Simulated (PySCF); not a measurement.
Method: PySCF energies (xtb for GFN2) plus ideal-gas RRHO corrections (1 bar). Table values come from the NASA 1993 polynomials. Open shells (unrestricted): SF₅ (multiplicity 2). GFN2 has no spin-polarisation term. The harmonic model lacks anharmonicity and excited electronic states, which grow with temperature; levels with a mode under 35 cm⁻¹ are left out. The table's entry may be an old estimate for SF₅ (not checked at source).

Harmonic frequencies at GFN2-xTB (cm⁻¹): 128, 191, 191, 253, 253, 267, 267, 482, 534, 642, 642, 682. Point group C4v; S°(298 K) = 345.2 J/mol/K at this level.

Q: Work out Cp and S° of gaseous SF₅ at 500, 800, 1200, 1600, 2000 K from these, and set them beside the table.

A: 
| T (K) | Cp GFN2-xTB | Cp table | S° GFN2-xTB | S° table |
|---|---|---|---|---|
| 500 | 122.1 | 113.1 | 405.0 | 357.6 |
| 800 | 128.4 | 124.3 | 464.1 | 413.8 |
| 1200 | 130.9 | 128.8 | 516.7 | 465.2 |
| 1600 | 131.8 | 130.8 | 554.5 | 502.6 |
| 2000 | 132.3 | 132.1 | 584.0 | 531.9 |
Units J/mol/K.
